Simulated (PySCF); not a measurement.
r2SCAN on O⁻ (oxygen, charge -1), [He] 2s2 2p5, 2P determinant. All numbers are calculated (PySCF 2.14, scalar relativity by spin-free X2C-1e, in x2c-TZVPPall with one added diffuse shell each of s, p, d type (6s4p3d1f, 40 functions)).

```
cycle= 1 E= -75.1653244636185  delta_E= -0.00703  |g|= 0.0542  |ddm|= 0.166
cycle= 2 E= -75.1595084005714  delta_E= 0.00582  |g|= 0.133  |ddm|= 0.118
cycle= 3 E= -75.1668745430238  delta_E= -0.00737  |g|= 0.0105  |ddm|= 0.072
cycle= 4 E= -75.1669407584188  delta_E= -6.62e-05  |g|= 0.00235  |ddm|= 0.01
cycle= 5 E= -75.1669487974809  delta_E= -8.04e-06  |g|= 0.000552  |ddm|= 0.00524
cycle= 6 E= -75.1669492690592  delta_E= -4.72e-07  |g|= 2.51e-05  |ddm|= 0.00156
cycle= 7 E= -75.1669492698494  delta_E= -7.9e-10  |g|= 1.39e-06  |ddm|= 6.59e-05
converged SCF energy = -75.1669492698494  <S^2> = 0.75956465  2S+1 = 2.0095419
```

Highest occupied orbital energy: 2.419 eV; ⟨L²⟩ = 2.03; populations by l: s 4.00, p 5.00, d 0.00, f 0.00.

(1) Can this result be used?

Results:

(1) With care. The run converged. At r2SCAN the highest occupied level has a positive energy, so only the finite basis holds that electron; in a semilocal or global hybrid functional this comes from self-interaction and does not mean that the real anion is unbound.
